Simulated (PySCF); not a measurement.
Structure problem from calculated spectra and properties.

Elements present: C, H and Si. Monoisotopic mass: 72.0395 u.

| Quantity | Value |
| --- | --- |
| Polarisability | 63.5 au [wB97X-D/def2-SVPD] |
| UV, first state | lowest singlet excitation: 6.69 eV (185 nm, f = 0.002) [TDDFT wB97X-D/def2-SVPD] |
| 13C NMR | chemical shifts (computed TMS as zero) by class: -6.7 (2 C), -7.9 (1 C) ppm [GIAO PBE0/pcSseg-1] |
| 1H NMR | chemical shifts (computed TMS as zero) by class: 3.01 (1 H), 0.42 (2 H), 0.33 (2 H), 0.21 (3 H) ppm [GIAO PBE0/pcSseg-1] |
| XPS | Si2p3/2 106.2, C1s 289.8 (×2), C1s 290.4, Si1s 1845.9 eV [ΔSCF SCAN, pcX-2 on the ionised atom, pcseg-1 elsewhere, spin-free X2C, 2p3/2 from a spin–orbit splitting computed afterwards within the 2p shell] |
| Rotational structure | rotational constants A, B, C: 11.835, 3.922, 3.865 GHz [PBE0-D3(BJ)/def2-SVP] |

Gas-phase values; electronic properties from PySCF, density fitting. Levels stand in brackets. Geometry: PBE0-D3(BJ)/def2-SVP; no solvent, vibrations or thermal averaging. NMR classes are plain means over equivalent atoms (diastereotopic ones count apart unless rotation or inversion swaps them), as if these changed places fast.

Question: Which formula fits the mass and the elements?

Answer: C3H8Si (calculated 72.0395). No other formula that holds each of these elements comes within 0.0003 u with a fitting electron parity and a possible valence count.

Question: Propose a structure and show how it fits.

Answer: Numbering: `[CH3:1][SiH:2]1[CH2:3][CH2:4]1`. Its formula, C3H8Si, gives 1 degree of unsaturation: 1 ring and 0 π bonds in the structure found. 3 carbons fall into 2 classes; from least to most shielded: ring sp3 carbon bound to silicon [C3/C4] (-6.7 ppm, 2 C), Si-methyl carbon [C1] (-7.9 ppm). Hydrogen classes from least to most shielded: 1 H on an SiH silicon, Si2 (3.01 ppm), 2 H on 2 like atoms (sp3 carbon bound to silicon), C3/C4 (0.42 ppm), 2 H on 2 like atoms (sp3 carbon bound to silicon), C3/C4 (0.33 ppm), 3 H on an Si-methyl carbon, C1 (0.21 ppm, a mean of values up to 1.1 ppm apart in this geometry). The core levels belong to: Si2p3/2 106.2 eV, SiH silicon [Si2]; C1s 289.8 eV, sp3 carbon bound to silicon [C3/C4]; C1s 290.4 eV, Si-methyl carbon [C1]; Si1s 1845.9 eV, SiH silicon [Si2]. The optimised geometry has point group Cs and is an asymmetric top. Structure: `C[SiH]1CC1`. Computed isomers that give other values at the same levels: `C=CC[SiH3]` (13C chemical shifts (computed TMS as zero) by class: 143.6 (1 C), 121.8 (1 C), 18.4 (1 C) ppm); `C=C(C)[SiH3]` (core binding energies: Si2p3/2 106.6, C1s 290.1, C1s 290.2, C1s 290.9, Si1s 1846.3 eV); `[SiH3]C1CC1` (13C chemical shifts (computed TMS as zero) by class: 4.7 (2 C), -10.0 (1 C) ppm). The assignments are read from this structure; whether some other isomer fits the data as well wasn't checked.
